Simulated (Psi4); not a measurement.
C4H9NO (SMILES CC(=O)N(C)C), singlet, at a GFN2-xTB geometry; HF/STO-3G (Psi4).

Psi4 was given this input:
```
memory 2 GB

molecule {
0 1
  C    -1.67732196   -0.50074772   -0.65125544
  N    -0.57422778   -0.00792134    0.14175086
  C    -0.86869143    0.33280828    1.51208061
  C     0.67424499   -0.00386145   -0.38905005
  C     1.78455202    0.44966916    0.53412904
  O     0.88585823   -0.33651426   -1.53961564
  H    -2.44944444    0.26546260   -0.74932265
  H    -1.29193779   -0.75297076   -1.63723256
  H    -2.11223673   -1.39244003   -0.19336541
  H    -0.34513720    1.23939610    1.81400081
  H    -0.59346284   -0.47578459    2.19769932
  H    -1.93881019    0.51078421    1.60496050
  H     2.72960926    0.32720761    0.01256754
  H     1.66052237    1.49927813    0.79283406
  H     1.79692460   -0.14057928    1.44710246
}

set basis sto-3g

energy('scf')
print_variables()
```

What the program printed (banner, timings and long lists left out):

```
   => Loading Basis Set <=

    Name: STO-3G
    Role: ORBITAL
    Keyword: BASIS

         ---------------------------------------------------------
                                   SCF
               by Justin Turney, Rob Parrish, Andy Simmonett
                          and Daniel G. A. Smith
                              RHF Reference
         ---------------------------------------------------------

  ==> Geometry <==

    Molecular point group: c1
    Full point group: C1

    Geometry (in Angstrom), charge = 0, multiplicity = 1:

       Center              X                  Y                   Z               Mass
    ------------   -----------------  -----------------  -----------------  -----------------
         C           -1.706239409527    -0.488456087658    -0.591077584505    12.000000000000
         N           -0.603145229527     0.004370292342     0.201928715495    14.003074004430
         C           -0.897608879527     0.345099912342     1.572258465495    12.000000000000
         C            0.645327540473     0.008430182342    -0.328872194505    12.000000000000
         C            1.755634570473     0.461960792342     0.594306895495    12.000000000000
         O            0.856940780473    -0.324222627658    -1.479437784505    15.994914619570
         H           -2.478361889527     0.277754232342    -0.689144794505     1.007825032230
         H           -1.320855239527    -0.740679127658    -1.577054704505     1.007825032230
         H           -2.141154179527    -1.380148397658    -0.133187554505     1.007825032230
         H           -0.374054649527     1.251687732342     1.874178665495     1.007825032230
         H           -0.622380289527    -0.463492957658     2.257877175495     1.007825032230
         H           -1.967727639527     0.523075842342     1.665138355495     1.007825032230
         H            2.700691810473     0.339499242342     0.072745395495     1.007825032230
         H            1.631604920473     1.511569762342     0.853011915495     1.007825032230
         H            1.768007150473    -0.128287647658     1.507280315495     1.007825032230

  Running in c1 symmetry.

  Rotational constants: A =      0.16348  B =      0.11759  C =      0.07116 [cm^-1]
  Rotational constants: A =   4900.95981  B =   3525.23182  C =   2133.41101 [MHz]
  Nuclear repulsion =  252.485989957888677

  Charge       = 0
  Multiplicity = 1
  Electrons    = 48
  Nalpha       = 24
  Nbeta        = 24

  ==> Algorithm <==

  SCF Algorithm Type is DF.
  DIIS enabled.
  MOM disabled.
  Fractional occupation disabled.
  Guess Type is SAD.
  Energy threshold   = 1.00e-06
  Density threshold  = 1.00e-06
  Integral threshold = 1.00e-12

  ==> Primary Basis <==

  Basis Set: STO-3G
    Blend: STO-3G
    Number of shells: 27
    Number of basis functions: 39
    Number of Cartesian functions: 39
    Spherical Harmonics?: true
    Max angular momentum: 1

   => Loading Basis Set <=

    Name: (STO-3G AUX)
    Role: JKFIT
    Keyword: DF_BASIS_SCF

  ==> Integral Setup <==

  SCF_SUBTYPE=INCORE selected. In-core MEM_DF algorithm will be used.
  Using in-core AOs.

  ==> MemDFJK: Density-Fitted J/K Matrices <==

    J tasked:                   Yes
    K tasked:                   Yes
    wK tasked:                   No
    Algorithm:                 Core
    Schwarz Cutoff:           1E-12
    Mask sparsity (%):       1.3149
    Fitting Condition:        1E-10

   => Auxiliary Basis Set <=

  Basis Set: (STO-3G AUX)
    Blend: DEF2-UNIVERSAL-JKFIT
    Number of shells: 204
    Number of basis functions: 616
    Number of Cartesian functions: 722
    Spherical Harmonics?: true
    Max angular momentum: 4

  Minimum eigenvalue in the overlap matrix is 2.0743039868E-01.
  Reciprocal condition number of the overlap matrix is 8.3089368759E-02.
    Using symmetric orthogonalization.

  ==> Pre-Iterations <==

  SCF Guess: Superposition of Atomic Densities via on-the-fly atomic UHF (no occupation information).

   -------------------------
    Irrep   Nso     Nmo
   -------------------------
     A         39      39
   -------------------------
    Total      39      39
   -------------------------

  ==> Iterations <==

                           Total Energy        Delta E     RMS |[F,P]|

   @DF-RHF iter SAD:  -278.00853242777589   -2.78009e+02   0.00000e+00
   @DF-RHF iter   1:  -282.26489803137912   -4.25637e+00   1.20013e-02 DIIS/ADIIS
   @DF-RHF iter   2:  -282.35932909684874   -9.44311e-02   9.35518e-03 DIIS/ADIIS
   @DF-RHF iter   3:  -282.42706541518567   -6.77363e-02   8.66428e-04 DIIS/ADIIS
   @DF-RHF iter   4:  -282.42871945913203   -1.65404e-03   3.58658e-04 DIIS/ADIIS
   @DF-RHF iter   5:  -282.42898241453065   -2.62955e-04   1.13475e-04 DIIS/ADIIS
   @DF-RHF iter   6:  -282.42901528003597   -3.28655e-05   3.87690e-05 DIIS
   @DF-RHF iter   7:  -282.42901803564308   -2.75561e-06   1.22923e-05 DIIS
   @DF-RHF iter   8:  -282.42901832679212   -2.91149e-07   1.52679e-06 DIIS
   @DF-RHF iter   9:  -282.42901833201330   -5.22118e-09   4.48546e-07 DIIS
  Energy and wave function converged.

  ==> Post-Iterations <==

    Orbital Energies [Eh]
    ---------------------

    Doubly Occupied:

[...]
    Virtual:

[...]
    Final Occupation by Irrep:
              A
    DOCC [    24 ]
    NA   [    24 ]
    NB   [    24 ]

  @DF-RHF Final Energy:  -282.42901833201330

   => Energetics <=

    Nuclear Repulsion Energy =            252.4859899578886768
    One-Electron Energy =                -886.2733615579619482
    Two-Electron Energy =                 351.3583532680599433
    Total Energy =                       -282.4290183320132996

Computation Completed

Properties will be evaluated at   0.000000,   0.000000,   0.000000 [a0]

Properties computed using the SCF density matrix

 Multipole Moments:

 ------------------------------------------------------------------------------------
     Multipole            Electronic (a.u.)      Nuclear  (a.u.)        Total (a.u.)
 ------------------------------------------------------------------------------------

 L = 1.  Multiply by 2.5417464519 to convert [e a0] to [Debye]
 Dipole X            :          2.2056626           -2.6230106           -0.4173480
 Dipole Y            :         -0.9033255            1.1149356            0.2116101
 Dipole Z            :         -4.4950147            5.4585438            0.9635291
 Magnitude           :                                                    1.0711426

 ------------------------------------------------------------------------------------

  Variable Map:
  ----------------------------------------------------------------------------
[...]
  Array Variable Map:
  ----------------------------------------------------------------------------
[...]
[...]
```
